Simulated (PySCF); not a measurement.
Isomers of C6H5FO2S, mass 159.999 u with the commonest isotopes. Level of theory: PBE0/pcSseg-1 in PySCF (dipole) on a GFN2-xTB geometry, gas phase. One conformer each, none proved a minimum here; rigid rotors.

**Question.** Order these by rotational constant B, largest first.
A. `[O:1]=[S:2](=[O:3])([F:4])[c:5]1[cH:6][cH:7][cH:8][cH:9][cH:10]1` with O1–S2–C5–C6 22°
B. `[CH3:1][O:2][c:3]1[cH:4][cH:5][s:6][c:7]1[C:8](=[O:9])[F:10]` with C1–O2–C3–C4 -1°, S6–C7–C8–O9 0°
C. `[CH3:1][O:2][c:3]1[cH:4][s:5][c:6]([C:7](=[O:8])[F:9])[cH:10]1` with C1–O2–C3–C4 0°, S5–C6–C7–O8 1°

**Answer.** B (1217 MHz), A (837.9 MHz), C (683.5 MHz).

**Question.** Order these by radius of gyration √(Σ m r²/M), smallest first.
A. `[CH3:1][O:2][c:3]1[cH:4][cH:5][s:6][c:7]1[C:8](=[O:9])[F:10]` with C1–O2–C3–C4 -1°, S6–C7–C8–O9 0°
B. `[CH3:1][O:2][c:3]1[cH:4][s:5][c:6]([C:7](=[O:8])[F:9])[cH:10]1` with C1–O2–C3–C4 0°, S5–C6–C7–O8 1°
C. `[O:1]=[S:2](=[O:3])([F:4])[c:5]1[cH:6][cH:7][cH:8][cH:9][cH:10]1` with O1–S2–C5–C6 22°

**Answer.** C (2.151 Å), A (2.190 Å), B (2.411 Å).

**Question.** Order these by dipole moment, largest first.
A. `[O:1]=[S:2](=[O:3])([F:4])[c:5]1[cH:6][cH:7][cH:8][cH:9][cH:10]1` with O1–S2–C5–C6 22°
B. `[CH3:1][O:2][c:3]1[cH:4][cH:5][s:6][c:7]1[C:8](=[O:9])[F:10]` with C1–O2–C3–C4 -1°, S6–C7–C8–O9 0°
C. `[CH3:1][O:2][c:3]1[cH:4][s:5][c:6]([C:7](=[O:8])[F:9])[cH:10]1` with C1–O2–C3–C4 0°, S5–C6–C7–O8 1°

**Answer.** B (6.42 D), C (5.63 D), A (5.34 D).

```tsv
SMILES	point group	Ia (u·Å²)	Ib (u·Å²)	Ic (u·Å²)	κ	μa (D)	μb (D)	μc (D)
COc1ccsc1C(=O)F	Cs	354.16	415.15	766.09	0.45	5.59	3.15	0.01
O=S(=O)(F)c1ccccc1	Cs	191.93	603.18	685.36	-0.89	5.33	0.00	0.18
COc1csc(C(=O)F)c1	Cs	192.61	739.39	928.77	-0.87	5.58	0.77	0.01
```
